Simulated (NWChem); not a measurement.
GaPH$_{4}$; SMILES [PH2][GaH2]

```xyz
6

Ga    -0.0133     0.7621     0.0000
H     -0.0607     1.5272    -1.3700
H     -0.0607     1.5272     1.3700
P     -0.0794    -1.5491     0.0000
H      0.8627    -1.7211    -1.0577
H      0.8627    -1.7211     1.0577
```
Atoms are numbered in this order, from 1.

Geometry: optimised at PBE0/def2-SVP.

Symmetry labels are those of Cs in the frame above (b1 and b2, or b-type labels, depend on it).

**Question.** List the 4 lowest vertical singlet excitations from LRC-wPBEh/6-31G* (spherical d), TDA (NWChem).

**Answer.** 
```tsv
state	energy (eV)	oscillator strength	symmetry	leading excitation (squared amplitude)
S1	4.62	0.033	a'	HOMO → LUMO (0.90)
S2	5.56	0.000	a"	HOMO−1 → LUMO (0.99)
S3	6.19	0.002	a'	HOMO−2 → LUMO (0.84)
S4	6.66	0.012	a"	HOMO → LUMO+2 (0.98)
```
